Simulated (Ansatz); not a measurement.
**Relative stability**

Two relaxed structures of CH₄SeSi, closed shell (PBE0-D4/def2-TZVP; forces vanish, vibrations not checked).

A:

| atom | x (Å) | y (Å) | z (Å) |
| --- | --- | --- | --- |
| C1 | -0.6963 | -0.5142 | -0.3605 |
| Si2 | 0.6901 | 0.3672 | 0.4658 |
| Se3 | -0.3388 | 1.2347 | -1.3060 |
| H4 | -0.4937 | -1.3686 | -0.9976 |
| H5 | -1.6786 | -0.5333 | 0.0995 |
| H6 | 0.4545 | 0.9740 | 1.7939 |
| H7 | 2.0627 | -0.1598 | 0.3049 |

B:

| atom | x (Å) | y (Å) | z (Å) |
| --- | --- | --- | --- |
| C1 | -0.6836 | -0.3464 | -0.4746 |
| Si2 | -0.5710 | 1.2242 | -1.5488 |
| Se3 | 0.7935 | 0.7763 | 0.2660 |
| H4 | -0.2334 | -1.3066 | -0.7515 |
| H5 | -1.4087 | -0.4780 | 0.3367 |
| H6 | 0.3758 | 0.5509 | 1.7350 |
| H7 | 1.7512 | -0.4187 | 0.4616 |

Program: Ansatz 0.2.0. Basis: def2-TZVPP. Cores are frozen in the correlated methods. Filled d shells of the heavier atoms are correlated. The def2 sets are not built for correlating such inner shells, so the correlated values are less sure here. B3LYP uses VWN-RPA correlation.

(1) Which structure is lower at CCSD(T), and by how much? (Judge from chemistry; the value comes from the calculation.)

The T1 diagnostic stays at or below 0.018. The restricted Hartree–Fock reference is unstable towards an unrestricted one at one or more of these structures.

## Answers

(1) The calculation gives: A, by 4.959 eV (electronic energy, against the other). By their contacts, A is CH₄SeSi ([CH2]1[SiH2][Se]1) and B is CH₄SeSi ([CH2]1[Si][SeH2]1).

All methods give the same order:

```csv
method,E(B) − E(A) (eV)
PBE-D4,4.533
r2SCAN-D4,4.911
PBE0-D4,4.896
B3LYP-D4,4.919
wB97M-V,5.125
HF,5.918
MP2,5.129
CCSD,5.152
CCSD(T),4.959
```

Labels in which every atom is bracketed show which atoms are joined, not bond orders.

For scale, one of the runs: CCSD(T)/def2-TZVPP, 177 basis functions, launched by `ansatz run in.yaml --threads 2 --pin off --events-out ev --progress --plain --max-ram 4352MiB`. The run took 31 s on 2 CPU threads of an Intel Xeon Platinum 8259CL (shared host), with 1.1 GiB of host memory at its peak.
